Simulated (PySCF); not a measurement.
**How the method moves the HOMO and LUMO of `FB(F)c1ccsc1`**

Species: C₄H₃BF₂S.
Structure used (PBE0-D3(BJ)/def2-SVP), in Å, numbered top down from 1:
```
atom  x, y, z in Å
F1    -2.761    0.685   -0.080
B2    -1.816   -0.213   -0.311
F3    -2.186   -1.329   -0.917
C4    -0.353    0.031    0.103
C5     0.735   -0.881   -0.095
C6     1.927   -0.399    0.367
S7     1.749    1.171    1.049
C8     0.075    1.191    0.720
H9     0.624   -1.859   -0.566
H10    2.905   -0.879    0.346
H11   -0.529    2.056    0.993
```

Basis pcSseg-1 throughout (PySCF), one geometry. Isolated species at its PBE0-D3(BJ)/def2-SVP geometry, gas phase.

Problem. How do the orbital energies, the gap and the dipole change with the method?

Solution. 
| method | kind | HOMO (eV) | LUMO (eV) | gap (eV) | μ (D) | SCF cycles |
| --- | --- | --- | --- | --- | --- | --- |
| B97-D | GGA | -6.26 | -2.07 | 4.19 | 2.00 | 16 |
| OPBE | GGA | -6.34 | -2.09 | 4.24 | 1.91 | 16 |
| BP86 | GGA | -6.45 | -2.27 | 4.18 | 1.97 | 16 |
| B3LYP | global hybrid | -7.16 | -1.51 | 5.65 | 2.07 | 14 |
| PBE0 | global hybrid | -7.42 | -1.35 | 6.07 | 2.04 | 14 |
| mPW1PW91 | global hybrid | -7.44 | -1.38 | 6.06 | 2.06 | 13 |
| CAM-B3LYP | range-separated hybrid | -8.63 | -0.23 | 8.41 | 2.03 | 13 |
| wB97X-D | range-separated hybrid | -9.23 | 0.39 | 9.62 | 1.97 | 14 |

The HOMO spans 2.96 eV, from B97-D down to wB97X-D, and the gap runs from 4.18 eV (BP86) to 9.62 eV (wB97X-D). Over the methods B97-D (0 %), OPBE (0 %), BP86 (0 %), B3LYP (20 %), PBE0 (25 %), mPW1PW91 (25 %), a straight line through the gap against the share of exact exchange rises by 0.74 eV for each 10 % (correlation coefficient 1.000). The dipole ranges from 1.91 D (OPBE) to 2.07 D (B3LYP). This basis has no diffuse functions.
